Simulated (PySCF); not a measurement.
# How methods differ on the excitation energy of O²⁺

O²⁺ [He] 2s2 2p2 (3P) → O²⁺ [He] 2s1 2p3 (5S), as a difference of total energies. Calculation: PySCF 2.14, in ANO-RCC-VTZP (4s3p2d1f, 30 functions); the spin-free X2C one-electron Hamiltonian (Gaussian nucleus). Correlated levels: valence: 1s2 frozen; valence and next inner shell: nothing frozen. The calculations carry no spin-orbit coupling.

| method | excitation energy (eV) |
| --- | --- |
| UHF | 5.606 |
| LDA | 7.375 |
| PBE | 7.565 |
| PBE0 | 7.373 |
| r2SCAN | 6.610 |
| LC-wPBE | 7.487 |
| M06-2X | 8.523 |
| revPBE | 7.647 |
| PBEsol | 7.279 |
| MP2 (valence) | 6.866 |
| SCS-MP2 (valence) | 7.436 |
| MP2 (valence and next inner shell) | 6.858 |
| SCS-MP2 (valence and next inner shell) | 7.429 |

Q: How much does correlation contribute at MP2 (valence and next inner shell)?

A: 6.858 − (5.606) = 1.252 eV, measured against UHF.

A first-order spin-orbit estimate (lowest level to lowest level, LS coupling) adds 0.028 eV.
